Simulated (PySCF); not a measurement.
All of these have the formula C2H9N3Si2. Theory: TDDFT CAM-B3LYP/def2-SVPD, vertical, gas phase, core orbitals frozen in the response (PySCF). Geometries: GFN2-xTB; one conformer of each isolated species. Triplets are in the Tamm–Dancoff approximation.

A. `N#CC[Si@H](N)N[SiH3]`
B. `CN[SiH2][Si@H](N)C#N`
C. `N#C[Si@@H](N)CN[SiH3]`

Lowest singlet levels (six at most, fewer where fewer were computed) with oscillator strengths:

1. 5.27 eV (f 0.002); 5.73 eV (f 0.013); 6.36 eV (f 0.018); 6.54 eV (f 0.006); 6.80 eV (f 0.033); 6.89 eV (f 0.016); T1 5.03 eV
2. 6.39 eV (f 0.007); 6.89 eV (f 0.027); 7.00 eV (f 0.012); 7.42 eV (f 0.013); 7.55 eV (f 0.005); 7.60 eV (f 0.018); T1 6.08 eV
3. 5.69 eV (f 0.006); 6.14 eV (f 0.036); 6.60 eV (f 0.032); 6.73 eV (f 0.020); 6.93 eV (f 0.015); 7.14 eV (f 0.005); T1 5.42 eV

Problem. Match each spectrum to its molecule.

Solution. 1 = B, 2 = A, 3 = C.
- A: S1 at 6.39 eV, HOMO→LUMO (76%), HOMO→LUMO+1 (9%); Löwdin shares by element: HOMO nitrogen 45% or more, silicon 18%, carbon 7% or more (atoms not listed hold the other 30%); LUMO silicon 44%, hydrogen 11% or more, nitrogen 8% or more (atoms not listed hold the other 38%); HOMO -9.00 and LUMO 0.70 eV.
- B: S1 at 5.27 eV, HOMO→LUMO (88%); Löwdin shares by element: HOMO nitrogen 56% or more, carbon 11% or more, silicon 10% or more, hydrogen 6% or more (atoms not listed hold the other 16%); LUMO silicon 41%, carbon 13% or more, nitrogen 11% or more (atoms not listed hold the other 35%); HOMO -8.43 and LUMO -0.16 eV.
- C: S1 at 5.69 eV, HOMO→LUMO+1 (62%), HOMO→LUMO (25%); Löwdin shares by element: HOMO nitrogen 48% or more, silicon 14%, carbon 14% or more (atoms not listed hold the other 24%); LUMO nitrogen 23% or more, silicon 22% or more, carbon 14% or more (atoms not listed hold the other 41%); HOMO -8.39 and LUMO 0.47 eV.
